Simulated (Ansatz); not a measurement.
Ansatz results at the PBE0-D4/def2-TZVP geometry: HOMO energy (ωB97M-V/def2-TZVPP) -10.95 eV; LUMO energy (PBE/def2-TZVPP) -2.13 eV; HOMO energy (PBE0/def2-TZVPP) -8.78 eV.

Problem. Which molecule gave them?
A. `F[Si](Br)(Br)Br`
B. `C#C[SiH](C)OC`
C. `C=C[Si](F)(F)[SiH3]`
D. `O[Si](F)(Br)Br`

Solution. A. The others give `C=C[Si](F)(F)[SiH3]`: -10.23, -2.15, -8.16; `O[Si](F)(Br)Br`: -10.98, -1.35, -8.79; `C#C[SiH](C)OC`: -10.31, -1.07, -8.05.
